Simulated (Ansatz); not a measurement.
Cl2Cu, SMILES [Cl][Cu+][Cl] (connectivity only; charge and spin as stated), charge +1, multiplicity 3.

Coordinates come from a B3LYP-D3(BJ)/def2-TZVP optimisation. The multiplicity is an assumed one; other spin states were not compared.

Two levels are set side by side: PBE/def2-TZVPD (Ansatz, a first-principles code) and PBE0/def2-TZVPD (Ansatz). Energy differences of separate SCF runs at the same geometry; the states with an electron removed or added have multiplicity 4 and 2. Differences are taken from unrounded values.

```
quantity                          PBE0
-------------------------------  -----
vertical ionisation energy (eV)  17.37
vertical electron affinity (eV)  10.95
```

Task: What does PBE give, and how far is it from PBE0? (Estimate from the structure and the level; the computed values follow.)

Result: 
```csv
quantity,PBE,PBE minus PBE0
vertical ionisation energy (eV),17.78,0.41
vertical electron affinity (eV),10.44,-0.51
```
